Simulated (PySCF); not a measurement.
A geometry optimisation on `[AsH3+][AlH-]([F])[F]`.

Computed with PBE0-D3(BJ)/def2-SVP geometry optimisation, gas phase (PySCF 2.14.0). Start geometry: GFN2-xTB. The input is one job of a driver script: a line of settings, then coordinates in Å.

Input:
```
{"job": {"xc": "PBE0", "basis": "def2-SVP", "d3": "d3bj", "grid": 1, "maxiter": 30, "shake": 0.01, "kind": "geom"}, "charge": 0, "multiplicity": 1}
F     -1.705310     1.368190    -0.965130
Al    -1.484920     0.097130     0.028100
F     -2.048720    -1.416100    -0.335470
As     1.109230    -0.198410    -0.356500
H     -1.274400     0.414200     1.487130
H      1.468920    -0.902030     0.893270
H      1.567600     1.091510     0.200270
H      2.422740    -0.473620    -1.004130
```

Output:
```
step   0  E = -2679.43104606  max force = 0.021862
step   1  E = -2679.43972523  max force = 0.009878
step   2  E = -2679.44093922  max force = 0.007336
step   3  E = -2679.44282725  max force = 0.004802
step   4  E = -2679.44338378  max force = 0.004217
step   5  E = -2679.44421314  max force = 0.002410
step   6  E = -2679.44460893  max force = 0.002387
step   7  E = -2679.44466549  max force = 0.001092
step   8  E = -2679.44467367  max force = 0.000406
optimisation converged
```

Energies in Eh; «max force» is the largest Cartesian gradient component in Eh/bohr.

Give the first gradient maximum in eV/Å.

With 1 Eh/bohr = 51.422 eV/Å, 1.124 eV/Å.

How much energy does the optimisation release, in kcal/mol?

E(step 0) − E(last step) = 0.013628 Eh, which is 8.6 kcal/mol.

Summary of the converged run: final energy -2679.44467 Eh after 8 steps; dipole 4.78 D.

Where do the atoms end?

0.456 Å rms from the input after alignment:
```
atom  x, y, z in Å
F1    -1.5767    1.2830   -1.0913
Al2   -1.4978    0.1136    0.1058
F3    -1.7425   -1.4625   -0.4046
As4    1.1286   -0.0648   -0.0014
H5    -1.8344    0.5064    1.5957
H6     1.8852   -1.0367    0.8696
H7     2.0107    1.1408    0.2077
H8     1.6819   -0.4991   -1.3340
```

The run took 25 s on one thread of an AMD EPYC 9R14, no GPU (shared host), and the process peaked at 0.41 GiB of memory.
Labels such as C1 count atoms from 1, the log's own numbers from 0.
